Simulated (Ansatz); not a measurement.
Ansatz (a first-principles code) input for Cl₃GeHS, SMILES [Cl][Ge]([Cl])([SH])[Cl], PBE-D3(BJ)/def2-SVP. 

Ansatz 0.2 input:
```yaml
crystal:
  periodic: [false, false, false]
  atoms:
    - {symbol: S, position_ang: [0.75803042, 2.08626783, 0.00000004]}
    - {symbol: Ge, position_ang: [0.00121132, 0.00812291, 0.00000000]}
    - {symbol: Cl, position_ang: [0.65426573, -1.09820565, -1.73162116]}
    - {symbol: Cl, position_ang: [-2.14492969, 0.11861673, -0.00000000]}
    - {symbol: Cl, position_ang: [0.65426572, -1.09820572, 1.73162112]}
    - {symbol: H, position_ang: [2.05152096, 1.68229038, 0.00000004]}
basis:
  gaussian:
    orbitals: def2-SVP
hamiltonian:
  xc: pbe
  dispersion: d3bj
relax: {f_tol: 0.002, max_steps: 200}
```

Output:

```
WARN ansatz: RAYON_NUM_THREADS=1 ignored (pool sized by the plan → 1); use --threads N
Functional definition: PBE
integrals: 0.07 GiB planned
1199 factors; their error is unknown
mean field: 0.31 GiB planned
mean field evaluation 1: about -104889.9783 eV, gradient 2.8e1 eV
mean field evaluation 2: about -104887.4160 eV, gradient 4.6e1 eV
mean field evaluation 4: about -104891.3551 eV, gradient 7.8e-1 eV
mean field evaluation 8: about -104891.2766 eV, gradient 1.9e-2 eV
mean field evaluation 16: about -104891.2766 eV, gradient 3.5e-5 eV
mean field -104891.27659349 eV, -3854.6833169499 hartree, gradient 3.5e-5 eV, S^2 0.000000; 0 other end points of the search recorded, 0 dependent functions left out
the calculation of the forces begins
reference -104891.27662214 eV, -3854.6833180028 hartree; 50, 50 occupied and 59, 59 virtual orbitals, 1199 factors
relax step   1: F+E_penalty+E_count = -104891.52674374 eV  Δ(F+E_penalty+E_count) = +0.000e0 eV  max|allowed force component| = 2.300e-1 eV/Å  Δτ_max = 0.0000 Å  (27 SCF iters, accepted)
these checks for a lower state are left out or cut short: starts, cluster_reference, orbital_swaps, neighbouring_geometries, increment
integrals: 0.07 GiB planned
1199 factors; their error is unknown
mean field: 0.31 GiB planned
mean field -104891.27774410 eV, -3854.6833592341 hartree, gradient 2.5e-5 eV, S^2 0.000000; 0 other end points of the search recorded, 0 dependent functions left out
the calculation of the forces begins
reference -104891.27777271 eV, -3854.6833602853 hartree; 50, 50 occupied and 59, 59 virtual orbitals, 1199 factors
relax step   2: F+E_penalty+E_count = -104891.52767569 eV  Δ(F+E_penalty+E_count) = -9.319e-4 eV  max|allowed force component| = 1.062e-1 eV/Å  Δτ_max = 0.0262 Å  (26 SCF iters, accepted)
these checks for a lower state are left out or cut short: starts, cluster_reference, orbital_swaps, neighbouring_geometries, increment
integrals: 0.07 GiB planned
1199 factors; their error is unknown
mean field: 0.31 GiB planned
mean field -104891.27918772 eV, -3854.6834122862 hartree, gradient 2.5e-5 eV, S^2 0.000000; 0 other end points of the search recorded, 0 dependent functions left out
the calculation of the forces begins
reference -104891.27921638 eV, -3854.6834133393 hartree; 50, 50 occupied and 59, 59 virtual orbitals, 1199 factors
relax step   3: F+E_penalty+E_count = -104891.52883219 eV  Δ(F+E_penalty+E_count) = -1.157e-3 eV  max|allowed force component| = 1.148e-2 eV/Å  Δτ_max = 0.0200 Å  (26 SCF iters, accepted)
these checks for a lower state are left out or cut short: starts, cluster_reference, orbital_swaps, neighbouring_geometries, increment
integrals: 0.07 GiB planned
1199 factors; their error is unknown
mean field: 0.31 GiB planned
mean field evaluation 32: about -104891.2792 eV, gradient 1.2e-5 eV
mean field -104891.27923396 eV, -3854.6834139853 hartree, gradient 1.2e-5 eV, S^2 0.000000; 0 other end points of the search recorded, 0 dependent functions left out
the calculation of the forces begins
reference -104891.27926262 eV, -3854.6834150385 hartree; 50, 50 occupied and 59, 59 virtual orbitals, 1199 factors
relax step   4: F+E_penalty+E_count = -104891.52883848 eV  Δ(F+E_penalty+E_count) = -6.283e-6 eV  max|allowed force component| = 1.366e-3 eV/Å  Δτ_max = 0.0012 Å  (20 SCF iters, accepted)
integrals: 0.07 GiB planned
1199 factors; their error is unknown
mean field: 0.31 GiB planned
mean field -104891.27923396 eV, -3854.6834139853 hartree, gradient 1.2e-5 eV, S^2 0.000000; 1 other end points of the search recorded, 0 dependent functions left out
the calculation of the forces begins
reference -104891.27926262 eV, -3854.6834150385 hartree; 50, 50 occupied and 59, 59 virtual orbitals, 1199 factors
Total energy: -104891.52886714 eV, -3854.6925878355 hartree
Atom 0 at     0.752701     2.093552     0.000000 Å, force    -0.000454    -0.000196    -0.000000 eV/Å
Atom 1 at     0.002064     0.009329    -0.000000 Å, force    -0.000751     0.001366     0.000000 eV/Å
Atom 2 at     0.657943    -1.100977    -1.734152 Å, force     0.000180    -0.000585    -0.000639 eV/Å
Atom 3 at    -2.148134     0.122194     0.000000 Å, force     0.000558    -0.000026     0.000000 eV/Å
Atom 4 at     0.657943    -1.100977     1.734152 Å, force     0.000180    -0.000585     0.000639 eV/Å
Atom 5 at     2.051848     1.675766     0.000000 Å, force     0.000287     0.000027    -0.000000 eV/Å
Dipole moment:     0.266724     0.170725     0.000000 e Å
```

The calculation finished and met its thresholds.

Cost: roughly 9 core-seconds.
